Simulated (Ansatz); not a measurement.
Ansatz (a first-principles code) input:

Ansatz 0.2 input:
```yaml
crystal:
  periodic: [false, false, false]
  atoms:
    - {symbol: B, position_ang: [0.16921358, -0.44969584, 0.25381394]}
    - {symbol: C, position_ang: [1.32801740, 0.04642195, -0.46326863]}
    - {symbol: C, position_ang: [-1.28159133, 0.26513779, 0.23425672]}
    - {symbol: H, position_ang: [0.23268719, -1.46872541, 0.93290649]}
    - {symbol: H, position_ang: [2.30725837, -0.43561526, -0.45037699]}
    - {symbol: H, position_ang: [1.31026773, 0.95120746, -1.07876905]}
    - {symbol: H, position_ang: [-1.29007071, 1.17167850, -0.38546028]}
    - {symbol: H, position_ang: [-1.61583126, 0.55917227, 1.24077769]}
    - {symbol: H, position_ang: [-2.06893565, -0.39859681, -0.15407613]}
basis:
  gaussian:
    orbitals: def2-TZVPD
hamiltonian:
  xc: {name: HSE06}
total_charge: -1
output: {forces: true}
```

**Question.** Which total energy does the run end on?

**Answer.** -104.55829 Eh (HSE06/def2-TZVPD). The basis has 165 functions.

It need not be the lowest isomer of its formula. Whether it binds its extra electron was not tested at this geometry.
